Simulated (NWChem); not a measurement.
System meant: C6H13, doublet; SMILES C[CH]CC(C)C

The following NWChem deck was run.

```
start job
memory heap 200 mb stack 900 mb global 1100 mb
geometry units angstroms noautoz
  C      0.129196    -2.818920     0.300730
  C      0.017790    -1.502999    -0.377474
  C      0.520540    -0.251450     0.250573
  C     -0.038836     1.043162    -0.351276
  C      0.684251     2.264865     0.204207
  C     -1.545897     1.150735    -0.143547
  H     -0.164566    -2.755896     1.362903
  H     -0.493998    -3.587809    -0.180601
  H      1.170287    -3.205372     0.294999
  H     -0.191213    -1.484840    -1.453924
  H      0.312105    -0.268355     1.338799
  H      1.631086    -0.217990     0.179835
  H      0.151480     1.002698    -1.440842
  H      0.301520     3.195957    -0.242243
  H      0.546210     2.340646     1.296084
  H      1.767298     2.218757     0.008841
  H     -1.788019     1.215447     0.930941
  H     -1.955907     2.048827    -0.631774
  H     -2.071578     0.272622    -0.548948
end
basis spherical
  * library def2-svp
end
dft
  odft
  mult 2
  xc b3lyp
  iterations 4
  mulliken
end
task dft energy
```

End of the output:

```
     --------------------------
     Expectation value of S2:
     --------------------------
      <S2> =      0.7537 (Exact =     0.7500)

 center of mass
 --------------
 x =  -0.00031342 y =  -0.01624803 z =  -0.01968795

 moments of inertia (a.u.)
 ------------------
        1038.087413572499           0.000000000000           0.000000000000
           0.000000000000         262.085198251315           0.000000000000
           0.000000000000           0.000000000000        1191.329244141533

     Multipole analysis of the density
     ---------------------------------

     L   x y z        total         alpha         beta         nuclear
     -   - - -        -----         -----         ----         -------
     0   0 0 0     -0.000000    -25.000000    -24.000000     49.000000

     1   1 0 0      0.084296      0.072667      0.011629     -0.000000
     1   0 1 0     -0.049312      1.386290     -1.435601      0.000000
     1   0 0 1     -0.028194      0.260285     -0.288479     -0.000000

     2   2 0 0    -31.117793    -86.362427    -83.515487    138.760120
     2   1 1 0     -0.158959     -0.051052     -0.111774      0.003867
     2   1 0 1      0.204542     -0.258240     -0.511759      0.974541
     2   0 2 0    -30.457053   -319.996422   -309.670385    599.209754
     2   0 1 1     -0.125572     -0.375602      1.190453     -0.940422
     2   0 0 2    -30.331212    -38.985393    -37.427355     46.081535

 ------------------------------------------------------------------------
 dft energy failed                                                                                  0
 ------------------------------------------------------------------------
 ------------------------------------------------------------------------
  current input line :
    34: task dft energy
 ------------------------------------------------------------------------
 ------------------------------------------------------------------------
 This type of error is most commonly associated with calculations not reaching convergence criteria
 ------------------------------------------------------------------------
 For more information see the NWChem manual at https://nwchemgit.github.io

0:dft energy failed:Received an Error in Communication
```

### Question
What is wrong, and how is it mended?

### Answer
Convergence was not reached. Cause: the SCF was allowed too few iterations. This input runs:
```
start job
memory heap 200 mb stack 900 mb global 1100 mb
geometry units angstroms noautoz
  C      0.129196    -2.818920     0.300730
  C      0.017790    -1.502999    -0.377474
  C      0.520540    -0.251450     0.250573
  C     -0.038836     1.043162    -0.351276
  C      0.684251     2.264865     0.204207
  C     -1.545897     1.150735    -0.143547
  H     -0.164566    -2.755896     1.362903
  H     -0.493998    -3.587809    -0.180601
  H      1.170287    -3.205372     0.294999
  H     -0.191213    -1.484840    -1.453924
  H      0.312105    -0.268355     1.338799
  H      1.631086    -0.217990     0.179835
  H      0.151480     1.002698    -1.440842
  H      0.301520     3.195957    -0.242243
  H      0.546210     2.340646     1.296084
  H      1.767298     2.218757     0.008841
  H     -1.788019     1.215447     0.930941
  H     -1.955907     2.048827    -0.631774
  H     -2.071578     0.272622    -0.548948
end
basis spherical
  * library def2-svp
end
dft
  odft
  mult 2
  xc b3lyp
  iterations 150
  mulliken
end
task dft energy
```
It converges to -236.24912 Ha (B3LYP/def2-SVP, spin-unrestricted).
